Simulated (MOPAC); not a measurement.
Input file for MOPAC: PM6 on FGeH3Te (SMILES F[Te][GeH3]), a point of a torsion scan.

```
PM6 1SCF PRECISE CHARGE=0 THREADS=1
FGeH3Te

F      2.54780411 1     0.70514503 1    -0.21606378 1
Te     1.66057172 1    -1.02610767 1     0.23657923 1
Ge    -0.65974821 1    -0.06139522 1     0.04240153 1
H     -0.65650534 1     1.19417088 1    -0.76331110 1
H     -1.31256359 1     0.25380849 1     1.36003349 1
H     -1.57336472 1    -1.04190201 1    -0.63259518 1
```

Output:

```
*******************************************************************************
 **                                                                           **
 **                              MOPAC v23.2.5                                **
 **                                                                           **
 *******************************************************************************
 ** MOPAC's Digital Object Identifier: https://doi.org/10.5281/zenodo.6511958 **
 **                                                                           **
 ** Please cite the open-source release paper for use of this MOPAC version:  **
 ** J. E. Moussa and J. J. P. Stewart (2026)                                  **
 ** MOPAC: An open-source semiempirical molecular orbital program             **
 ** J. Open Source Softw., 11(119), 8025, https://doi.org/10.21105/joss.08025 **
 *******************************************************************************

                              PM6 CALCULATION RESULTS

 *******************************************************************************
 *  PM6        - The PM6 Hamiltonian to be used
 *
 *
 *
 *                 CHARGE ON SYSTEM = 0
 *
 *
 *
 *  PRECISE    - TIGHTER CRITERIA TO BE USED
 *  1SCF       - DO 1 SCF AND THEN STOP
 *  THREADS=1  - MULTI-THREADING NOT USED
 *  T=         - A TIME OF 172800.0 SECONDS REQUESTED
 *  DUMP=N     - RESTART FILE WRITTEN EVERY 7200.0 SECONDS REQUESTED
 *******************************************************************************
PM6 1SCF PRECISE CHARGE=0 THREADS=1
 FGeH3Te

   ATOM   CHEMICAL          X               Y               Z
  NUMBER   SYMBOL      (ANGSTROMS)     (ANGSTROMS)     (ANGSTROMS)

     1       F          2.54780411  *   0.70514503  *  -0.21606378  *
     2      Te          1.66057172  *  -1.02610767  *   0.23657923  *
     3      Ge         -0.65974821  *  -0.06139522  *   0.04240153  *
     4       H         -0.65650534  *   1.19417088  *  -0.76331110  *
     5       H         -1.31256359  *   0.25380849  *   1.36003349  *
     6       H         -1.57336472  *  -1.04190201  *  -0.63259518  *



          CARTESIAN COORDINATES

    NO.       ATOM           X           Y           Z

     1         F          2.5478      0.7051     -0.2161
     2        Te          1.6606     -1.0261      0.2366
     3        Ge         -0.6597     -0.0614      0.0424
     4         H         -0.6565      1.1942     -0.7633
     5         H         -1.3126      0.2538      1.3600
     6         H         -1.5734     -1.0419     -0.6326

 General Reference for PM6:
 "Optimization of Parameters for Semiempirical Methods V: Modification of NDDO Approximations
 and Application to 70 Elements", J. J. P. Stewart, J. Mol. Mod., 13, 1173-1213 (2007)
 URL: https://link.springer.com/article/10.1007/s00894-007-0233-4

           Empirical Formula: H3 F Te Ge  =     6 atoms



      MOLECULAR POINT GROUP   :   C1


      RHF CALCULATION, NO. OF DOUBLY OCCUPIED LEVELS = 10


 -------------------------------------------------------------------------------
 PM6 1SCF PRECISE CHARGE=0 THREADS=1
 FGeH3Te



     1SCF WAS SPECIFIED, SO BFGS WAS NOT USED
     SCF FIELD WAS ACHIEVED


                              PM6 CALCULATION
                                                       MOPAC v23.2.5 Linux




          FINAL HEAT OF FORMATION =        -79.60426 KCAL/MOL =    -333.06423 KJ/MOL


          COSMO AREA              =        123.94 SQUARE ANGSTROMS
          COSMO VOLUME            =        116.88 CUBIC ANGSTROMS

          IONIZATION POTENTIAL    =          8.802944 EV
          HOMO LUMO ENERGIES (EV) =         -8.803 -1.362
          NO. OF FILLED LEVELS    =         10
          MOLECULAR WEIGHT        =        222.2121         POINT GROUP:  C1

          MOLECULAR DIMENSIONS (Angstroms)

            Atom       Atom       Distance
            H     6    F     1     4.49552
           Te     2    H     4     3.07655
            H     6    H     5     2.14675


          SCF CALCULATIONS        =          1





   ATOM   CHEMICAL          X               Y               Z
  NUMBER   SYMBOL      (ANGSTROMS)     (ANGSTROMS)     (ANGSTROMS)

     1       F          2.54780411  *   0.70514503  *  -0.21606378  *
     2      Te          1.66057172  *  -1.02610767  *   0.23657923  *
     3      Ge         -0.65974821  *  -0.06139522  *   0.04240153  *
     4       H         -0.65650534  *   1.19417088  *  -0.76331110  *
     5       H         -1.31256359  *   0.25380849  *   1.36003349  *
     6       H         -1.57336472  *  -1.04190201  *  -0.63259518  *

                             CARTESIAN COORDINATES

   1    F        2.547804110     0.705145030    -0.216063780
   2   Te        1.660571720    -1.026107670     0.236579230
   3   Ge       -0.659748210    -0.061395220     0.042401530
   4    H       -0.656505340     1.194170880    -0.763311100
   5    H       -1.312563590     0.253808490     1.360033490
   6    H       -1.573364720    -1.041902010    -0.632595180


           Empirical Formula: H3 F Te Ge  =     6 atoms



      MOLECULAR POINT GROUP   :   C1


                  EIGENVALUES
 -71.33454 -38.24849 -20.72276 -14.86625 -14.81201 -13.56309 -13.11722 -12.43501
 -10.54619  -8.80294  -1.36178  -0.41676   1.49412   1.67634   2.79375


              NET ATOMIC CHARGES AND DIPOLE CONTRIBUTIONS

  ATOM NO.   TYPE          CHARGE      No. of ELECS.   s-Pop       p-Pop
    1          F          -0.444945        7.4449     1.96876     5.47618
    2         Te           0.300191        5.6998     1.95717     3.74264
    3         Ge          -0.220132        4.2201     1.16413     3.05600
    4          H           0.140367        0.8596     0.85963
    5          H           0.112982        0.8870     0.88702
    6          H           0.111536        0.8885     0.88846
 DIPOLE           X         Y         Z       TOTAL
 POINT-CHG.    -4.351    -2.537     0.643     5.077
 HYBRID        -0.236     0.393    -0.103     0.470
 SUM           -4.587    -2.144     0.539     5.092


          ATOMIC ORBITAL ELECTRON POPULATIONS

     Atom    s        px        py        pz
    1  F   1.96876   1.89324   1.60969   1.97325
    2 Te   1.95717   0.99131   0.83553   1.91580
    3 Ge   1.16413   0.88372   1.07338   1.09890
    4  H   0.85963
    5  H   0.88702
    6  H   0.88846

 **********************
 *                    *
 * JOB ENDED NORMALLY *
 *                    *
 **********************




 == MOPAC DONE ==
```

The run finished.

Cost: about 0.010 core-seconds (a rough figure).
